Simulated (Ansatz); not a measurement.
The cluster NiO2⁻. The state is a doublet with charge -1. Geometry relaxed at PBE0-D4/def2-TZVPD.

```csv
atom,x (Å),y (Å),z (Å)
Ni1,0.018,-0.023,-0.003
O2,1.013,-1.312,-0.158
O3,-1.031,1.336,0.161
```

The charge -1 doublet is spin-contaminated (final ⟨S²⟩ up to 1.43, 0.75 for a pure state). At PBE0-D4/def2-TZVPD a quartet of charge -1 lies 0.17 eV below the doublet, each at its own geometry. The structure comes from a short search, and lower isomers may exist.

**Question.** Estimate the harmonic wavenumbers at UKS PBE0-D4/def2-TZVPD (Ansatz, unscaled). Is this a minimum?

**Answer.** 88, 172, 536, 897 cm⁻¹. Yes, no mode is imaginary beyond noise. Zero-point energy 10.1 kJ/mol. Run time 33 s (4 threads of Arm Neoverse V2 on a shared host).
